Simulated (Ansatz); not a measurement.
The cluster Mo5⁻, relaxed as a doublet with UKS PBE-D4/def2-SVPD in Ansatz, starting from the GFN2-xTB geometry. Force threshold 0.02 eV/Å.

In the def2 sets Mo takes a core potential; there is no spin–orbit coupling. The highest occupied level of the charge -1 doublet lies above zero (up to 0.49 eV). The electron is either unbound and held by the finite basis, or the level is raised by self-interaction error. The gap within one spin of the charge -1 doublet nearly closes, so an electron or hole may be smeared out by delocalisation error. The structure comes from a short search, and lower isomers may exist.

Start:

```xyz
5

Mo   -0.8073    1.5934   -0.4559
Mo    0.9756    0.0825   -1.2966
Mo    0.7598   -1.5007    0.4293
Mo    0.4895    0.6129    1.4234
Mo   -1.4177   -0.7881   -0.1002
```

```
step  energy (eV)  largest force component (eV/Å)  SCF passes
   1   -9281.2810                           3.058          94
   2   -9281.7629                           0.838         233
   3   -9281.7897                           0.084          69
   4   -9281.7914                           0.057          51
   5   -9281.7919                           0.046          48
   6   -9281.7923                           0.021          41
   7   -9281.7923                           0.003          45
```

Force components are those of the run's own axes.

End:

```tsv
atom	x (Å)	y (Å)	z (Å)
Mo1	-0.746	1.451	-0.401
Mo2	0.950	0.112	-1.291
Mo3	0.725	-1.453	0.429
Mo4	0.507	0.659	1.408
Mo5	-1.436	-0.769	-0.144
```

By distances, no bond broke or formed. The bond that changes most is Mo1–Mo3, from 3.58 to 3.36 Å (atoms count from 1).

No frequencies were taken in this run, so the end may be a saddle point.

Hardware: 4 threads of Intel Xeon Platinum 8259CL on a shared host. Wall time 2.6 min, peak host memory 0.64 GiB.
